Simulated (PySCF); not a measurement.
## Telling isomers of C₅H₁₁FO₃Si apart by NMR

PySCF calculation with PBE0/pcSseg-1 with gauge-including orbitals and coordinates at the GFN2-xTB level; rapidly exchanging positions averaged, a single conformation, isolated molecule, relativity neglected.

δ = σ(ref) − σ, references computed at the same level: $^{1}$H and $^{13}$C vs TMS. Splittings of carbon signals by F and P are missing where no couplings were computed. Where no couplings were computed, multiplicities follow the n + 1 count of equivalent neighbours, and m marks all less simple cases (inequivalent or close neighbours, rings, F or P nearby). Shifts are as computed. Against solution values, carbons near 30 ppm lie about +3 ppm off and those near 130 ppm about +5 ppm. Of 1309 compounds with measured shifts, 239 miss one by over three times the rms of a fit or turn the order of signals round; such compounds aren't used in these exercises.

(1) Tabulate the signals of `CO[C@@H](C(C)=O)[Si@@H](F)OC`, `CO[Si]1(CF)OCCCO1` and their relative energies.

(2) What is the quickest way to tell CO[C@@H](C(C)=O)[Si@@H](F)OC from CO[Si]1(CF)OCCCO1?

## Answers

(1) 
```tsv
SMILES	carbon types	δC	δH	E rel. (kcal/mol)
CO[C@@H](C(C)=O)[Si@@H](F)OC	1×C 1×CH 3×CH3	215.9, 87.9, 61.1, 53.2, 31.2	4.77 (m, 1H), 4.01 (s, 3H), 3.75 (s, 3H), 3.29 (m, 1H), 2.39 (s, 3H)	19.7
CO[Si]1(CF)OCCCO1	4×CH2 1×CH3	81.7, 69.4, 51.9, 36.0	4.66 (m, 2H), 4.54 (m, 2H), 4.41 (m, 2H), 3.83 (s, 3H), 2.20 (m, 1H), 1.27 (m, 1H)	0.0
```

Energies are electronic energies at PBE0/pcSseg-1 on these geometries, without zero-point or thermal terms, each for the one conformer computed, which needn't be the lowest.

(2) Count the carbon signals: 5 against 4. The first has a ketone carbonyl carbon (C) at 215.9 ppm, the second an sp3 CH2 bonded to F and Si at 81.7 ppm.
